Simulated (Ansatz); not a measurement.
Reaction (redistribution): `[SiH3][N]([SiH3])[In]([Cl])[Cl]` + `[OH][Mg][SH]` → `[SH][In]([Cl])[Cl]` + `[OH][Mg][N]([SiH3])[SiH3]`

Computed with Ansatz on PBE0-D4/def2-TZVP structures; ΔE is electronic, products minus reactants. CCSD(T)/CBS is the MP2 limit (def2-TZVPP, def2-QZVPP) plus CCSD(T) − MP2 in def2-TZVPP, frozen cores. Functionals use def2-TZVPP. B3LYP here is the variant with VWN-RPA as its local correlation; programs differ in this. Elements past krypton have def2 core potentials. For In, Mg outer-core shells are correlated without core-valence functions, which leaves a few kJ/mol of doubt a bond. Each species was taken in one conformer, which may not be the lowest.

```csv
level,ΔE (kJ/mol)
B3LYP-D4,-29.0
r2SCANh-D4,-31.1
BHLYP-D4,-26.0
RPA@PBE/def2-TZVPP,-25.0
HF/def2-SVP,-30.0
CCSD/def2-SVP,-23.7
CCSD(T)/def2-SVP,-22.9
SCS-MP2/def2-QZVPP,-24.3
```

What does CCSD(T)/CBS give? (An estimate is asked.)

The calculation gave: -23.0 kJ/mol. The listed levels differ from it by -6.0, -8.1, -3.0, -2.0, -7.0, -0.7, 0.1, -1.3 kJ/mol.

Largest T1 diagnostic among the species: 0.013.

Leaving LDA and LC-ωPBE aside and taking each functional with its dispersion term where it has one, the values, not all of them listed here, spread over 7.7 kJ/mol, from revPBE-D4 to ωB97X-V. LDA lies +4.7 kJ/mol from PBE without D4. From BLYP to BHLYP (50 % exact exchange), in def2-TZVPP and without D4, ΔE moves by +4.0 kJ/mol.
